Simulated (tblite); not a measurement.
Species: C₃H₉N₂Si₂ (charge -1).
Numbering: `[CH3:1][C:2]#[C:3][SiH2:4][N-:5][SiH2:6][NH2:7]` (hydrogens: H8, H9, H10 on C1; H11, H12 on Si4; H13, H14 on Si6; H15, H16 on N7)

A start from a force field or distance geometry was refined with GFN2-xTB geometry optimisation, gas phase (tblite 0.8.0). Values at the start:

```json
{"coordinate": "C1–C2", "start": "1.455 Å"}
{"coordinate": "C1–H8", "start": "1.091 Å"}
{"coordinate": "C2≡C3", "start": "1.205 Å"}
{"coordinate": "C3–Si4", "start": "1.874 Å"}
{"coordinate": "Si4–N5", "start": "1.749 Å"}
{"coordinate": "Si4–H11", "start": "1.480 Å"}
{"coordinate": "N5–Si6", "start": "1.738 Å"}
{"coordinate": "Si6–N7", "start": "1.708 Å"}
{"coordinate": "Si6–H13", "start": "1.477 Å"}
{"coordinate": "N7–H15", "start": "1.022 Å"}
{"coordinate": "C1–C2–C3", "start": "178.0°"}
{"coordinate": "C2–C3–Si4", "start": "178.5°"}
{"coordinate": "C3–Si4–N5", "start": "109.7°"}
{"coordinate": "Si4–N5–Si6", "start": "109.1°"}
{"coordinate": "N5–Si6–N7", "start": "95.5°"}
```

**Question.** How do these coordinates change at the GFN2-xTB level?

**Answer.** 
```tsv
coordinate	GFN2-xTB (Å or °)	change
Si4–N5	1.665	-0.084
N5–Si6	1.672	-0.066
Si6–N7	1.770	+0.062
Si4–H11	1.503	+0.023
Si6–H13	1.495	+0.018
N7–H15	1.011	-0.011
C1–C2	1.459	+0.004
C1–H8	1.093	+0.002
C2≡C3	1.203	-0.002
C3–Si4	1.876	+0.002
Si4–N5–Si6	137.9	+28.8
N5–Si6–N7	112.5	+17.0
C1–C2–C3	179.6	+1.6
C3–Si4–N5	108.3	-1.4
C2–C3–Si4	179.3	+0.8
```

The energy falls by 81.0 kJ/mol over 77 L-BFGS steps, the largest force on an atom goes from 3.09 to 0.008 eV/Å, and the atoms move by 0.361 Å rms after alignment. The bond that changes most is Si4–N5 (ends: SiH2 silicon; nitrogen bonded to 2 Si), which shortens by 0.084 Å. Bonds longer at the end by more than 0.005 Å: 5 of 15; shorter: 5. Among the dihedrals that turn most is H13–Si6–N7–H16, from -168° to 174°. Rotational constants go from 5943, 589.0, 546.3 to 4152, 604.1, 536.9 MHz.

GFN2-xTB frequencies show an imaginary mode (30i cm⁻¹), so the point is no minimum at that level. 3 starts were optimised and ended at 0.00, 0.01 and 0.16 kcal/mol (GFN2-xTB); the lowest of these is shown.

One conformer stands for the species.

All values are computed, not measured.
